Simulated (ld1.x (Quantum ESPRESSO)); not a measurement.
## Which change was made? (Sc, TM semilocal)

Sc (Z = 21), norm-conserving Troullier–Martins (semilocal form), made with ld1.x (Quantum ESPRESSO) 7.5 (PBE, scalar-relativistic). Core [Ar], reference 3d1 4s1 4p1. Waves: 4s (bound): rc 3.15 bohr; 4p (bound): rc 3.70 bohr; 3d (bound): rc 2.70 bohr. Local part: the d channel. Core correction: Bessel-smoothed model core inside 2.30 bohr.

Cutoffs, loose and tight: the cutoffs (Ry, on a coarse ladder) from which the occupation-weighted sum of valence levels, in a spherical-Bessel basis at the reference potential, stays within 10 and 1 mRy of its value at 400 Ry. They do not see the model core or the augmentation charge, which bear on the density cutoff. Test errors are all-electron minus pseudo excitation energies from the reference, over the configurations 3d1 4s2 4p0; 3d1 4s1 4p0; 3d1 4s0 4p0; 3d1.5 4s1.5 4p0; 3d0 4s2 4p0; 3d1 4s0 4p2; 3d1 4s0 4p1; variants that change the core or the reference have their own tests.

The base gives: outcome: generated; cutoff, loose: 30 Ry; cutoff, tight: 35 Ry; bound ghosts: none; largest test error (meV): +53.

After one change the result is: outcome: generated; cutoff, loose: 30 Ry; cutoff, tight: 35 Ry; bound ghosts: none; largest test error (meV): -30. Which change was it?
A. reference 3d1 4s2 4p0
B. wave 3d (bound): rc 2.70 bohr becomes 3d (bound): rc 4.08 bohr
C. core correction none
D. wave 3d (bound): rc 2.70 bohr becomes 3d (bound): rc 2.10 bohr

A. The others give: wave 3d (bound): rc 2.70 bohr becomes 3d (bound): rc 2.10 bohr → outcome: generated; cutoff, loose: 40 Ry; cutoff, tight: 50 Ry; bound ghosts: none; largest test error (meV): -177 | core correction none → outcome: generated; cutoff, loose: 30 Ry; cutoff, tight: 35 Ry; bound ghosts: none; largest test error (meV): +811 | wave 3d (bound): rc 2.70 bohr becomes 3d (bound): rc 4.08 bohr → outcome: generated; cutoff, loose: 15 Ry; cutoff, tight: 18 Ry; bound ghosts: none; largest test error (meV): +610.
